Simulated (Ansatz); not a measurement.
Relaxation of Pd₄O₃⁺ with UKS PBE-D4/def2-SVP.

```sh
$ ansatz run in.yaml --threads 4 --pin off --events-out ev --progress --plain --max-ram 4787MiB
```

```yaml
crystal:
  periodic: [false, false, false]
  atoms:
    - {symbol: Pd, position_ang: [-1.315600, 0.424380, 0.028100]}
    - {symbol: Pd, position_ang: [0.521040, -1.131320, 0.005160]}
    - {symbol: Pd, position_ang: [0.636920, 1.918140, -0.052200]}
    - {symbol: Pd, position_ang: [-1.631170, -2.249840, 0.076280]}
    - {symbol: O, position_ang: [1.341420, 0.452170, -0.047930]}
    - {symbol: O, position_ang: [0.171850, -2.845880, 0.052630]}
    - {symbol: O, position_ang: [0.275550, 3.432360, -0.062040]}
basis:
  gaussian: {orbitals: def2-SVP}
total_charge: 1
magnetization: {spin_polarized: true, initial_magnetization: 1}
hamiltonian: {xc: pbe, dispersion: d4}
scf: {lower_state_search: "off"}
output: {orbitals: {seedname: orbitals}}
relax: {f_tol: 0.02, max_steps: 100}
```

It took 5.2 min on 4 threads of Intel Xeon on a shared host.

Positions (Å) and forces (eV/Å) at steps 1, 2, 3, 4, 5, 6, 7, 8, 9, 10, 11, 12, 13, 14, 16 of 16:

```xyz
7
step=1 energy=-20039.7059 eV
Pd   -1.316    0.424    0.028   -2.184    1.106    0.038
Pd    0.521   -1.131    0.005    2.192    0.349   -0.063
Pd    0.637    1.918   -0.052   -0.257   -2.378   -0.002
Pd   -1.631   -2.250    0.076   -1.840   -1.266    0.068
O     1.341    0.452   -0.048    5.248   -5.881   -0.055
O     0.172   -2.846    0.053   -0.358   -3.929    0.090
O     0.276    3.432   -0.062   -2.800   12.000   -0.075
7
step=2 energy=-20041.9323 eV
Pd   -1.391    0.470    0.029   -0.312    0.122    0.004
Pd    0.576   -1.196    0.006    0.829    0.650   -0.024
Pd    0.668    2.002   -0.057    0.054   -0.628   -0.014
Pd   -1.686   -2.377    0.081   -0.364   -0.419    0.018
O     1.420    0.435   -0.049    1.410   -1.814   -0.014
O     0.144   -2.962    0.054   -0.615   -1.296    0.038
O     0.268    3.628   -0.064   -1.002    3.384   -0.008
7
step=3 energy=-20042.3128 eV
Pd   -1.366    0.466    0.010   -0.051    0.030   -0.013
Pd    0.656   -1.220    0.009    0.364    0.107    0.060
Pd    0.707    2.026   -0.100    0.163    0.294    0.021
Pd   -1.747   -2.379    0.090    0.118   -0.134    0.003
O     1.531    0.422   -0.052    0.127   -0.539   -0.061
O     0.066   -2.996    0.065   -0.405   -0.105   -0.011
O     0.153    3.680   -0.023   -0.315    0.347    0.002
7
step=4 energy=-20042.5637 eV
Pd   -1.335    0.483   -0.135   -0.036   -0.032   -0.002
Pd    0.710   -1.227    0.050    0.624   -0.424   -0.232
Pd    0.757    2.025   -0.117   -0.167    0.838    0.116
Pd   -1.778   -2.334    0.111    0.377   -0.284    0.050
O     1.603    0.403   -0.193   -0.157   -1.071    0.122
O     0.015   -2.983    0.158   -0.539    1.063    0.006
O     0.028    3.633    0.127   -0.101   -0.090   -0.060
7
step=5 energy=-20042.5997 eV
Pd   -1.270    0.466   -0.242    0.089   -0.266   -0.026
Pd    0.837   -1.271    0.020   -0.328   -0.016   -0.196
Pd    0.810    2.040   -0.110   -0.558    0.700    0.394
Pd   -1.842   -2.271    0.163    0.272    0.043    0.079
O     1.686    0.381   -0.260   -0.328   -0.310    0.151
O    -0.083   -2.931    0.213    0.196    0.963   -0.087
O    -0.139    3.587    0.216    0.658   -1.115   -0.316
7
step=6 energy=-20042.7064 eV
Pd   -1.263    0.445   -0.301    0.046   -0.103   -0.104
Pd    0.819   -1.243   -0.019    0.112   -0.121   -0.077
Pd    0.819    2.016   -0.071   -0.396    0.369    0.288
Pd   -1.841   -2.220    0.247    0.210   -0.059    0.125
O     1.714    0.383   -0.225   -0.215   -0.344    0.032
O    -0.082   -2.890    0.168   -0.076    0.761   -0.103
O    -0.167    3.508    0.202    0.319   -0.503   -0.161
7
step=7 energy=-20042.8450 eV
Pd   -1.236    0.391   -0.487    0.113   -0.169   -0.117
Pd    0.846   -1.225   -0.063    0.184   -0.133   -0.109
Pd    0.808    1.977    0.015   -0.175   -0.145    0.094
Pd   -1.852   -2.143    0.420    0.339   -0.031    0.118
O     1.747    0.384   -0.215    0.065   -0.080    0.048
O    -0.106   -2.812    0.104   -0.459    0.461   -0.039
O    -0.207    3.426    0.227   -0.068    0.097    0.005
7
step=8 energy=-20042.9812 eV
Pd   -1.182    0.300   -0.642    0.151   -0.177   -0.004
Pd    0.898   -1.223   -0.112   -0.075   -0.201   -0.117
Pd    0.779    1.938    0.078   -0.200   -0.273   -0.030
Pd   -1.859   -2.044    0.592    0.590    0.002   -0.095
O     1.798    0.387   -0.184    0.152    0.205    0.095
O    -0.168   -2.733    0.020   -0.587    0.404    0.119
O    -0.266    3.374    0.249   -0.031    0.040    0.031
7
step=9 energy=-20043.0471 eV
Pd   -1.063    0.195   -0.745   -0.467    0.313   -0.257
Pd    0.938   -1.214   -0.166    0.256   -0.517    0.068
Pd    0.741    1.875    0.112   -0.033   -0.171   -0.051
Pd   -1.857   -1.867    0.685    0.528   -0.188   -0.102
O     1.854    0.391   -0.201    0.193    0.276    0.104
O    -0.242   -2.640    0.008   -0.470    0.260    0.190
O    -0.372    3.260    0.307   -0.007    0.027    0.048
7
step=10 energy=-20043.1227 eV
Pd   -1.089    0.226   -0.868   -0.080    0.045   -0.127
Pd    0.941   -1.238   -0.168    0.019   -0.006   -0.043
Pd    0.710    1.821    0.113   -0.012   -0.063    0.097
Pd   -1.729   -1.741    0.773    0.039   -0.009    0.016
O     1.875    0.371   -0.140    0.105    0.109   -0.018
O    -0.286   -2.629   -0.040   -0.080   -0.055    0.081
O    -0.422    3.190    0.331    0.008   -0.020   -0.008
7
step=11 energy=-20043.1453 eV
Pd   -1.047    0.215   -1.061   -0.051    0.011    0.026
Pd    0.951   -1.242   -0.229   -0.010   -0.020    0.108
Pd    0.669    1.738    0.173    0.031   -0.041   -0.115
Pd   -1.675   -1.554    0.814    0.053   -0.006   -0.070
O     1.902    0.365   -0.181    0.055    0.023   -0.005
O    -0.305   -2.593    0.057   -0.042    0.050   -0.004
O    -0.497    3.070    0.427   -0.036   -0.017    0.060
7
step=12 energy=-20043.1523 eV
Pd   -1.044    0.209   -1.172    0.085   -0.065    0.088
Pd    0.963   -1.200   -0.158    0.007   -0.123   -0.156
Pd    0.676    1.682    0.141   -0.016    0.105   -0.108
Pd   -1.710   -1.457    0.769    0.028   -0.031   -0.027
O     1.960    0.374   -0.291   -0.004    0.090    0.109
O    -0.301   -2.534    0.154   -0.112    0.098    0.063
O    -0.544    2.925    0.557    0.012   -0.075    0.031
7
step=13 energy=-20043.1571 eV
Pd   -1.042    0.206   -1.154    0.019   -0.014   -0.002
Pd    0.967   -1.202   -0.203    0.049   -0.047    0.082
Pd    0.684    1.683    0.132    0.023    0.058    0.053
Pd   -1.712   -1.440    0.788    0.073   -0.038   -0.035
O     1.986    0.373   -0.252   -0.161    0.014   -0.055
O    -0.314   -2.517    0.148   -0.056    0.105   -0.014
O    -0.570    2.899    0.540    0.053   -0.078   -0.029
7
step=14 energy=-20043.1598 eV
Pd   -1.006    0.193   -1.193   -0.016    0.003   -0.005
Pd    0.976   -1.206   -0.181   -0.012    0.031   -0.021
Pd    0.680    1.677    0.135    0.024   -0.043   -0.072
Pd   -1.718   -1.402    0.772   -0.005    0.014    0.011
O     1.971    0.379   -0.305    0.027    0.008    0.052
O    -0.320   -2.498    0.184    0.007   -0.049    0.000
O    -0.584    2.858    0.589   -0.024    0.037    0.035
7
step=16 energy=-20043.1609 eV
Pd   -1.016    0.195   -1.184    0.003   -0.002    0.004
Pd    0.972   -1.208   -0.183    0.004    0.003   -0.002
Pd    0.679    1.683    0.128   -0.005   -0.005   -0.010
Pd   -1.710   -1.416    0.777    0.001    0.000    0.000
O     1.969    0.377   -0.285   -0.002   -0.003    0.006
O    -0.319   -2.511    0.169   -0.001    0.005   -0.002
O    -0.575    2.879    0.578    0.002    0.002    0.004
```

In the def2 sets Pd takes a core potential; there is no spin–orbit coupling. The charge 1 doublet is spin-contaminated (final ⟨S²⟩ up to 1.39, 0.75 for a pure state). Another isomer (doublet) lies 0.41 eV lower at PBE0-D4/def2-TZVP; other spin states weren't run for this one.
